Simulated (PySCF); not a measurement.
**Levels of Dy⁶³⁺ from EOM-EA-GCCSD**

Reference: closed-shell Dy⁶⁴⁺, 1s2; one electron is added. Calculated with PySCF 2.14, two-component X2C-1e with screened spin-orbit coupling, an even-tempered Gaussian basis (16 s from 21 bohr⁻², ratio 2.6; 12 p from 27 bohr⁻², ratio 2.6; 6 d from 28 bohr⁻², ratio 2.8; 3 f from 1200 bohr⁻², ratio 2.8); frozen nothing; the 30 highest virtual spinors dropped; of the others 56 kept and the rest restored at second order. No Breit or QED terms. Binding energies in eV.

```csv
level,Koopmans,second order,EOM-CCSD
2s1/2,15244.8,15245.1,15245.1
2p1/2,15091.4,15091.8,15091.8
2p3/2,14172.7,14173.0,14173.0
```

Electric-dipole lines between these computed levels:

```
lower  upper  ΔE (eV)  vacuum wavelength (nm)
2s1/2  2p1/2   153.24                   8.091
2s1/2  2p3/2   1072.0                   1.157
```

For comparison, the ionisation energy of Dy⁶³⁺ is 15228.06 ± 0.11 eV (theoretical estimate listed by NIST; NIST Atomic Spectra Database, ionization energies).

Only part of the computed levels is shown.
